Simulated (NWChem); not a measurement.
System: C$_{2}$H$_{3}$BO$_{2}$; SMILES OB(C#C)O

NWChem printed, in part:

```
             Northwest Computational Chemistry Package (NWChem) 7.3.0
             --------------------------------------------------------

                             Geometry "geometry" -> ""
                             -------------------------

 Output coordinates in angstroms (scale by  1.889725989 to convert to a.u.)

  No.       Tag          Charge          X              Y              Z
 ---- ---------------- ---------- -------------- -------------- --------------
    1 B                    5.0000     0.00000000     0.00000000    -0.52069800
    2 C                    6.0000     0.00000000     0.00000000     1.03102000
    3 C                    6.0000     0.00000000     0.00000000     2.24779700
    4 H                    1.0000     0.00000000     0.00000000     3.32349000
    5 O                    8.0000     0.00000000     1.15795500    -1.22527200
    6 H                    1.0000     0.00000000     1.93231800    -0.65610700
    7 O                    8.0000     0.00000000    -1.15795500    -1.22527200
    8 H                    1.0000     0.00000000    -1.93231800    -0.65610700

 Effective nuclear repulsion energy (a.u.)     137.1224336928

                              NWChem Property Module
                              ----------------------

  itol2e modified to match energy
  convergence criterion.

                                 NWChem DFT Module
                                 -----------------

 Summary of "ao basis" -> "ao basis" (spherical)
 ------------------------------------------------------------------------------
       Tag                 Description            Shells   Functions and Types
 ---------------- ------------------------------  ------  ---------------------
 B                           6-31g*                  6       14   3s2p1d
 C                           6-31g*                  6       14   3s2p1d
 H                           6-31g*                  2        2   2s
 O                           6-31g*                  6       14   3s2p1d

  itol2e modified to match energy
  convergence criterion.

            General Information
            -------------------
          SCF calculation type: DFT
          Wavefunction type:  closed shell.
          No. of atoms     :     8
          No. of electrons :    36
           Alpha electrons :    18
            Beta electrons :    18
          Charge           :     0
          Spin multiplicity:     1
          Use of symmetry is: off; symmetry adaption is: off
          Maximum number of iterations: 150
          AO basis - number of functions:    76
                     number of shells:    36
          Convergence on energy requested:  1.00D-07
          Convergence on density requested:  1.00D-05
          Convergence on gradient requested:  5.00D-04

              XC Information
              --------------
                         B3LYP Method XC Potential
                     Hartree-Fock (Exact) Exchange  0.200
                        Slater Exchange Functional  0.800 local
                    Becke 1988 Exchange Functional  0.720 non-local
              Lee-Yang-Parr Correlation Functional  0.810
                  VWN I RPA Correlation Functional  0.190 local

             Grid Information
             ----------------
          Grid used for XC integration:  fine
          Radial quadrature: Mura-Knowles
          Angular quadrature: Lebedev.
          Tag              B.-S. Rad. Rad. Pts. Rad. Cut. Ang. Pts.
          ---              ---------- --------- --------- ---------
          B                   0.85       70          10.0       590
          C                   0.70       70          10.0       590
          H                   0.35       60          11.0       590
          O                   0.60       70          12.0       590
          Grid pruning is: on
          Number of quadrature shells:   530
          Spatial weights used:  Erf1

      Superposition of Atomic Density Guess
      -------------------------------------

 Sum of atomic energies:        -250.84999887

      Non-variational initial energy
      ------------------------------

 Total energy =    -252.997312
 1-e energy   =    -612.565259
 2-e energy   =     222.445514
 HOMO         =      -0.340447
 LUMO         =       0.009905

   convergence    iter        energy       DeltaE   RMS-Dens  Diis-err
 ---------------- ----- ----------------- --------- --------- ---------
 d= 0,ls=0.0,diis     1   -253.2470303843 -3.90D+02  1.49D-02  8.72D-01
 d= 0,ls=0.0,diis     2   -253.2311285017  1.59D-02  8.17D-03  1.23D+00
 d= 0,ls=0.0,diis     3   -253.3437054957 -1.13D-01  1.88D-03  5.45D-02
 d= 0,ls=0.0,diis     4   -253.3484311551 -4.73D-03  8.75D-04  4.20D-03
 d= 0,ls=0.0,diis     5   -253.3486152813 -1.84D-04  3.90D-04  2.78D-03
  Resetting Diis
 d= 0,ls=0.0,diis     6   -253.3489777270 -3.62D-04  6.13D-05  4.36D-05
 d= 0,ls=0.0,diis     7   -253.3489833065 -5.58D-06  1.80D-05  8.55D-07
 d= 0,ls=0.0,diis     8   -253.3489832831  2.34D-08  9.37D-06  1.12D-06

         Total DFT energy =     -253.348983283123
      One electron energy =     -616.730016172670
           Coulomb energy =      259.525301764357
    Exchange-Corr. energy =      -33.266702567568
 Nuclear repulsion energy =      137.122433692759

 Numeric. integr. density =       35.999999446157

                       DFT Final Molecular Orbital Analysis
                       ------------------------------------

 Vector   16  Occ=2.000000D+00  E=-3.182036D-01
              MO Center= -7.2D-11, -4.3D-09, -1.2D+00, r^2= 1.9D+00
   Bfn.  Coefficient  Atom+Function         Bfn.  Coefficient  Atom+Function
  ----- ------------  ---------------      ----- ------------  ---------------
    47      0.462167  5 O  px                63     -0.462167  7 O  px
    51      0.350181  5 O  px                67     -0.350181  7 O  px
    10      0.038383  1 B  d -2

 Vector   17  Occ=2.000000D+00  E=-2.874893D-01
              MO Center= -1.3D-10, -1.5D-09,  1.4D+00, r^2= 1.8D+00
   Bfn.  Coefficient  Atom+Function         Bfn.  Coefficient  Atom+Function
  ----- ------------  ---------------      ----- ------------  ---------------
    31      0.403707  3 C  px                17      0.398719  2 C  px
    35      0.255582  3 C  px                21      0.237422  2 C  px
    47     -0.125836  5 O  px                63     -0.125836  7 O  px
    51     -0.098099  5 O  px                67     -0.098099  7 O  px

 Vector   18  Occ=2.000000D+00  E=-2.845639D-01
              MO Center=  2.0D-11, -6.4D-10,  1.5D+00, r^2= 1.9D+00
   Bfn.  Coefficient  Atom+Function         Bfn.  Coefficient  Atom+Function
  ----- ------------  ---------------      ----- ------------  ---------------
    32      0.414492  3 C  py                18      0.394708  2 C  py
    36      0.276491  3 C  py                22      0.211892  2 C  py
    49     -0.125869  5 O  pz                65      0.125869  7 O  pz
    53     -0.091933  5 O  pz                69      0.091933  7 O  pz
     8      0.045477  1 B  py                 4     -0.033740  1 B  py

[...]

          -----------------------
          Electric field gradient
          -----------------------

 1 a.u. = 0.324123 10**(16) esu/cm**3  ( or statvolts/cm**2 ) = 0.97174 10**(22) v/m**2

 ------------------------------------------------------------
   Atom      X         Y         Z
 ------------------------------------------------------------
    1 B    0.00000   0.00000  -0.98398
 ------------------------------------------------------------

 Electric field gradient in molecular frame (a.u.)
         XX             YY             ZZ             XY             XZ             YZ
 ------------------------------------------------------------------------------------------
       -0.278738       0.144391       0.134347       0.000000      -0.000000       0.000000

 Principal components (a.u.) and orientation
 of principal axis w.r.t. absolute frame                      Asymmetry parameter eta
 --------------------------------------------------------------------------------------
       -0.278738       0.144391       0.134347                       0.036034

        1.000000       0.000000      -0.000000
       -0.000000       1.000000      -0.000000
        0.000000       0.000000       1.000000

 ------------------------------------------------------------
   Atom      X         Y         Z
 ------------------------------------------------------------
    2 C    0.00000   0.00000   1.94835
 ------------------------------------------------------------

 Electric field gradient in molecular frame (a.u.)
         XX             YY             ZZ             XY             XZ             YZ
 ------------------------------------------------------------------------------------------
       -0.141548      -0.171384       0.312931      -0.000000      -0.000000      -0.000000

 Principal components (a.u.) and orientation
 of principal axis w.r.t. absolute frame                      Asymmetry parameter eta
 --------------------------------------------------------------------------------------
        0.312931      -0.171384      -0.141548                       0.095344

       -0.000000       0.000000       1.000000
       -0.000000       1.000000      -0.000000
        1.000000       0.000000       0.000000

 ------------------------------------------------------------
   Atom      X         Y         Z
 ------------------------------------------------------------
    3 C    0.00000   0.00000   4.24772
 ------------------------------------------------------------

 Electric field gradient in molecular frame (a.u.)
         XX             YY             ZZ             XY             XZ             YZ
 ------------------------------------------------------------------------------------------
       -0.163261      -0.074560       0.237820       0.000000      -0.000000       0.000000

 Principal components (a.u.) and orientation
 of principal axis w.r.t. absolute frame                      Asymmetry parameter eta
 --------------------------------------------------------------------------------------
        0.237820      -0.163261      -0.074560                       0.372975

       -0.000000       1.000000       0.000000
        0.000000      -0.000000       1.000000
        1.000000       0.000000      -0.000000

 ------------------------------------------------------------
   Atom      X         Y         Z
 ------------------------------------------------------------
    4 H    0.00000   0.00000   6.28049
 ------------------------------------------------------------

 Electric field gradient in molecular frame (a.u.)
         XX             YY             ZZ             XY             XZ             YZ
 ------------------------------------------------------------------------------------------
        0.156539       0.159967      -0.316506       0.000000       0.000000      -0.000000

 Principal components (a.u.) and orientation
 of principal axis w.r.t. absolute frame                      Asymmetry parameter eta
 --------------------------------------------------------------------------------------
       -0.316506       0.159967       0.156539                       0.010832

       -0.000000       0.000000       1.000000
        0.000000       1.000000      -0.000000
        1.000000      -0.000000       0.000000

 ------------------------------------------------------------
   Atom      X         Y         Z
 ------------------------------------------------------------
    5 O    0.00000   2.18822  -2.31543
 ------------------------------------------------------------

 Electric field gradient in molecular frame (a.u.)
         XX             YY             ZZ             XY             XZ             YZ
 ------------------------------------------------------------------------------------------
        0.793247      -1.126729       0.333483       0.000000      -0.000000      -0.493403

 Principal components (a.u.) and orientation
 of principal axis w.r.t. absolute frame                      Asymmetry parameter eta
 --------------------------------------------------------------------------------------
       -1.277817       0.793247       0.484570                       0.241566

       -0.000000       1.000000       0.000000
        0.956175       0.000000      -0.292795
        0.292795      -0.000000       0.956175

 ------------------------------------------------------------
   Atom      X         Y         Z
 ------------------------------------------------------------
    6 H    0.00000   3.65155  -1.23986
 ------------------------------------------------------------

 Electric field gradient in molecular frame (a.u.)
         XX             YY             ZZ             XY             XZ             YZ
 ------------------------------------------------------------------------------------------
        0.246323      -0.232966      -0.013357       0.000000       0.000000      -0.325289

 Principal components (a.u.) and orientation
 of principal axis w.r.t. absolute frame                      Asymmetry parameter eta
 --------------------------------------------------------------------------------------
       -0.466484       0.246323       0.220161                       0.056085

       -0.000000       1.000000       0.000000
        0.812351       0.000000      -0.583168
        0.583168      -0.000000       0.812351

 ------------------------------------------------------------
   Atom      X         Y         Z
 ------------------------------------------------------------
    7 O    0.00000  -2.18822  -2.31543
 ------------------------------------------------------------

 Electric field gradient in molecular frame (a.u.)
         XX             YY             ZZ             XY             XZ             YZ
 ------------------------------------------------------------------------------------------
        0.793247      -1.126729       0.333483       0.000000      -0.000000       0.493403

 Principal components (a.u.) and orientation
 of principal axis w.r.t. absolute frame                      Asymmetry parameter eta
 --------------------------------------------------------------------------------------
       -1.277817       0.793247       0.484570                       0.241566

       -0.000000       1.000000       0.000000
        0.956175      -0.000000       0.292795
       -0.292795      -0.000000       0.956175

 ------------------------------------------------------------
   Atom      X         Y         Z
 ------------------------------------------------------------
    8 H    0.00000  -3.65155  -1.23986
 ------------------------------------------------------------

 Electric field gradient in molecular frame (a.u.)
         XX             YY             ZZ             XY             XZ             YZ
 ------------------------------------------------------------------------------------------
        0.246323      -0.232966      -0.013357      -0.000000       0.000000       0.325289

 Principal components (a.u.) and orientation
 of principal axis w.r.t. absolute frame                      Asymmetry parameter eta
 --------------------------------------------------------------------------------------
       -0.466484       0.246323       0.220161                       0.056085

        0.000000       1.000000       0.000000
        0.812351      -0.000000       0.583168
       -0.583168      -0.000000       0.812351
```

Level: B3LYP/6-31G* (spherical d). Geometry: optimised at PBE0/def2-SVP. B3LYP is NWChem's, with the RPA form of VWN correlation. NWChem prints the field gradient with the sign opposite to the second derivative of the potential.

Question: Write an input that gives this output.

Answer: One answer among several that fit: the input that was run:
```
start job
memory heap 200 mb stack 900 mb global 1100 mb
geometry units angstroms noautosym nocenter noautoz
  B      0.000000     0.000000    -0.520698
  C      0.000000     0.000000     1.031020
  C      0.000000     0.000000     2.247797
  H      0.000000     0.000000     3.323490
  O      0.000000     1.157955    -1.225272
  H      0.000000     1.932318    -0.656107
  O      0.000000    -1.157955    -1.225272
  H      0.000000    -1.932318    -0.656107
end
basis spherical
  * library 6-31g*
end
dft
  xc b3lyp
  iterations 150
end
property
  efieldgrad
end
task dft property
```
